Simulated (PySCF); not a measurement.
## A survey of $^{17}$O NMR shifts

- GFN2-xTB geometry
- σ from GIAO-PBE0/pcSseg-1
- code: PySCF 2.14.0 with density-fitted response routines
- gas phase, equivalent nuclei averaged, one computed conformer, no relativistic terms

Shieldings were converted by a linear fit to measured shifts: $^{17}$O (scatter 10.7 ppm rms, 12.2 ppm with the 3 outliers that the fit left out vs liquid water, solution or neat liquid). A few per cent of atoms miss by over 2 rms, more outside the fitted compound classes.

Problem. Give the $^{17}$O shifts of `FC(F)(F)C(F)(F)CO[SiH3]`, `O=Cc1nnc(Cl)o1`, `C=C(C)[C@@H]1O[Si@@H](Cl)OC1=O`, `CO[SiH2][Si@H](F)OC[SiH3]`, `C#C[Si@](C)(N)COC`, `O=Cc1cccs1`, `CO/C=C(\Cl)[C@H]1OC(=O)[SiH2]1`.

Solution. 
```csv
compound,environment,δ (ppm)
FC(F)(F)C(F)(F)CO[SiH3],"oxygen bonded to C, Si",-46.3
[O:1]=[CH:2][c:3]1[n:4][n:5][c:6]([Cl:7])[o:8]1,O1: aldehyde oxygen,605.0
[O:1]=[CH:2][c:3]1[n:4][n:5][c:6]([Cl:7])[o:8]1,O8: aromatic ring oxygen,269.2
[CH2:1]=[C:2]([CH3:3])[C@@H:4]1[O:5][Si@@H:6]([Cl:7])[O:8][C:9]1=[O:10],O10: carbonyl oxygen,356.5
[CH2:1]=[C:2]([CH3:3])[C@@H:4]1[O:5][Si@@H:6]([Cl:7])[O:8][C:9]1=[O:10],"O8: oxygen bonded to C, Si, in a 5-membered ring",163.9
[CH2:1]=[C:2]([CH3:3])[C@@H:4]1[O:5][Si@@H:6]([Cl:7])[O:8][C:9]1=[O:10],"O5: oxygen bonded to C, Si, in a 5-membered ring",34.1
[CH3:1][O:2][SiH2:3][Si@H:4]([F:5])[O:6][CH2:7][SiH3:8],"O6: oxygen bonded to C, Si",4.8
[CH3:1][O:2][SiH2:3][Si@H:4]([F:5])[O:6][CH2:7][SiH3:8],"O2: oxygen bonded to C, Si",-54.8
C#C[Si@](C)(N)COC,ether oxygen,-39.0
O=Cc1cccs1,aldehyde oxygen,546.4
[CH3:1][O:2]/[CH:3]=[C:4](\[Cl:5])[C@H:6]1[O:7][C:8](=[O:9])[SiH2:10]1,O9: ester carbonyl oxygen,444.9
[CH3:1][O:2]/[CH:3]=[C:4](\[Cl:5])[C@H:6]1[O:7][C:8](=[O:9])[SiH2:10]1,O7: ester alkoxy oxygen,259.3
[CH3:1][O:2]/[CH:3]=[C:4](\[Cl:5])[C@H:6]1[O:7][C:8](=[O:9])[SiH2:10]1,O2: ether oxygen,48.2
```
